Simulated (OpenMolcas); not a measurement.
## Computed transition rates of Ni⁶⁺

```yaml
Program: OpenMolcas 26.06
Method: "MS-CASPT2, IPEA 0.25 Eh, imaginary shift 0.1 Eh (closed shells correlated: 3s 3p)"
Basis: ANO-RCC-VQZP [7s6p4d3f2g1h]
Scalar_Hamiltonian: DKH2, point nucleus
Active_space: 4 electrons in 10 orbitals (3d 4d)
State_averaging: 2S+1 = 5 even, 5 roots; 2S+1 = 3 even, 45 roots; 2S+1 = 1 even, 44 roots
Spin-orbit_coupling: state interaction with AMFI integrals over the reference wave functions, term energies averaged over their components
```

Rates come from the transition moments of the reference wave functions (E1 and E2 in the length form). At fixed line strength A goes as λ^-3 for E1 and M1 and as λ^-5 for E2, so a rate at the computed wavelength can be rescaled to the measured one. Measured vacuum wavelengths follow from level energies in Corliss and Sugar, J. Phys. Chem. Ref. Data 10, 197 (1981). Branching counts decays inside the model space alone, at computed energies, and the table is only a selection of the M1 lines, drawn from those between levels with measured partners whose computed energy lies within a factor of 1.5 of the measured one.

```
     Upper       Lower  Type  λ computed (nm)  λ measured (nm)  A computed (s-1)  A rescaled (s-1)  Branching %
3d⁴ ³P₀(1)     3d⁴ ⁵D₁    M1            329.5            335.6          6.39e+00                          100.0
3d⁴ ³P₁(1)     3d⁴ ⁵D₂    M1            317.3            322.2          4.93e+00                           88.9
3d⁴ ³F₄(1)     3d⁴ ⁵D₄    M1            305.4            310.7          3.39e+00                           80.9
3d⁴ ³P₂(1)     3d⁴ ⁵D₃    M1            298.7            302.7          3.29e+00                           89.4
3d⁴ ³F₃(1)     3d⁴ ⁵D₃    M1            299.7            304.9          2.01e+00                           65.1
3d⁴ ³F₂(1)     3d⁴ ⁵D₂    M1            293.9              299          9.10e-01                           58.1
3d⁴ ³F₃(1)     3d⁴ ⁵D₂    M1              293            298.4          7.90e-01                           25.6
3d⁴ ³F₂(1)     3d⁴ ⁵D₁    M1            289.3            294.4          5.11e-01                           32.7
   3d⁴ ³G₅     3d⁴ ³H₅    M1             1375             1437          2.22e-01                           35.7
   3d⁴ ³G₄     3d⁴ ⁵D₄    M1              270            275.1          2.13e-01                           39.5
   3d⁴ ³G₅     3d⁴ ³H₆    M1             1522             1570          1.97e-01                           31.7
   3d⁴ ³G₅  3d⁴ ³F₄(1)    M1             2055             2141          1.91e-01                           30.7
   3d⁴ ³G₃  3d⁴ ³F₃(1)    M1             2550             2602          1.72e-01                           23.5
   3d⁴ ³G₃     3d⁴ ³H₄    M1             1494             1541          1.62e-01                           22.1
   3d⁴ ³G₃     3d⁴ ⁵D₃    M1            268.2            272.9          1.60e-01                           22.0
   3d⁴ ³G₃  3d⁴ ³F₂(1)    M1             2484             2556          1.44e-01                           19.8
   3d⁴ ³G₄  3d⁴ ³F₄(1)    M1             2326             2398          1.23e-01                           22.8
   3d⁴ ³G₄     3d⁴ ³H₄    M1             1355             1414          1.18e-01                           21.8
   3d⁴ ³H₄     3d⁴ ⁵D₄    M1            337.1            341.5          5.02e-02                           83.4
   3d⁴ ⁵D₄     3d⁴ ⁵D₃    M1            10700            11470          2.21e-02          1.79e-02        100.0
   3d⁴ ⁵D₃     3d⁴ ⁵D₂    M1            13220            13970          2.01e-02          1.70e-02        100.0
   3d⁴ ⁵D₂     3d⁴ ⁵D₁    M1            18480            19050          8.98e-03          8.20e-03        100.0
   3d⁴ ³H₅     3d⁴ ³H₄    M1            14870            16290          7.86e-03          5.98e-03         97.7
   3d⁴ ³H₆     3d⁴ ³H₅    M1            14220            16920          7.60e-03          4.51e-03         99.5
   3d⁴ ⁵D₁     3d⁴ ⁵D₀    M1            35060            35840          1.25e-03          1.17e-03        100.0
```

Spin-changing lines and M1 lines between different terms are not rescaled, since their strength hangs on the term gaps too.

The largest correction is for 3d⁴ ³H₆ → 3d⁴ ³H₅ (M1): 7.60e-03 × (14220 / 16920)^3 = 4.51e-03 s-1, a factor of 0.59.

The computed rate and branching of 3d⁴ ⁵D₁ → 3d⁴ ⁵D₀ give the upper level a radiative lifetime of 1.000 / 1.25e-03 s-1 = 8.00e+02 s, counting decays inside the model space alone. The rescaled rate gives about 8.5e+02 s.

These are rates of the free ion; in crystals, glasses and complexes forced electric-dipole and non-radiative decay shorten such lifetimes by orders of magnitude. No measured rate stands beside these. Rescaling mends the energy factor alone: line strengths can still be far off where a level mixes with configurations outside the active space, and weak or spin-changing lines hang on small mixing coefficients that depend on the term gaps too, so rescaling need not improve them.

CASPT2 does not keep the components of a term degenerate, so their means are used; among the terms shown or strongly mixed into the levels shown the widest spread is 280 cm-1 (3d⁴ ³H). Active for correlation alone: 4d; no level in the range computed is led by a configuration that fills it, so any true level of that kind is missing. Measured partners are found by configuration, term and J. A level has none where our copy of the source lacks it or the pairing is in doubt (some pairs that miss far off the trend of their configuration count as doubtful). Levels of configurations outside the active space are missing.

A number in round brackets counts repeated terms of one configuration in the order of the reference energies.
